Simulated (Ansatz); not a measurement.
`CC(C)O[SiH3]`, charge 0, multiplicity 1.

Task: Give a relaxed structure at PBE0-D4/def2-TZVP (the Gaussian-basis code of Ansatz). (An estimate is asked.)

Result: Ansatz gave: 
Cartesian coordinates in Å:
```
C 0.0011 -1.8676 0.2133
C 0.1973 -0.4199 -0.1776
C -0.4809 -0.0786 -1.4893
O -0.3302 0.3872 0.8696
Si 0.2367 1.8784 1.2490
H 0.5000 -2.0806 1.1600
H 0.4071 -2.5325 -0.5523
H -1.0641 -2.0812 0.3305
H 1.2763 -0.2227 -0.2712
H -0.3300 0.9712 -1.7504
H -1.5554 -0.2619 -1.4133
H -0.0805 -0.6913 -2.3004
H 1.7151 1.8386 1.4370
H -0.0565 2.8831 0.1881
H -0.4359 2.2778 2.5068
```
This is one stationary point; other conformers may exist.
